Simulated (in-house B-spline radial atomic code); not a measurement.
S5+: [Ne] 3s1

Method: Dirac-Kohn-Sham OLYP, spherical fractional occupations, Fermi nucleus of rms radius 3.2611 fm. Calculated with a radial B-spline atomic code at the basis-set limit.

Effective charges: Z_r = [3n² - l(l+1)]/(2<r>) from the radius, Z_e = n√(-2ε) from the energy, and Slater's rules. Values are occupation-weighted means over j.

| shell | electrons | ε (eV) | <r> (bohr) | Z_r | Z_e | Slater |
| --- | --- | --- | --- | --- | --- | --- |
| 1s | 2 | -2489.4 | 0.09684 | 15.49 | 13.53 | 15.70 |
| 2s | 2 | -292.44 | 0.4746 | 12.64 | 9.27 | 11.85 |
| 2p | 6 | -237.4 | 0.4368 | 11.45 | 8.35 | 11.85 |
| 3s | 1 | -80.008 | 1.423 | 9.49 | 7.27 | 7.20 |

The least bound orbital is 3s1/2 at -80.01 eV, and it is also the most diffuse (<r> = 1.423 bohr).

Spin-orbit splittings of the orbital energies (j = l + 1/2 above j = l - 1/2 when positive): 2p 1.286 eV.

For the 1s electron the small component carries 0.323 % of the norm, the zero-frequency Breit interaction raises the level by 1.734 eV, self-energy by 0.7665 eV, and vacuum polarisation lowers it by 0.05068 eV.

The density falls to 0.001 bohr⁻³ at 2.554 bohr; Σ<r²> = 4.2915 bohr² gives, by the non-relativistic formula and without the paramagnetism of open shells, a Langevin diamagnetic susceptibility of -3.399×10⁻⁶ cm³/mol.
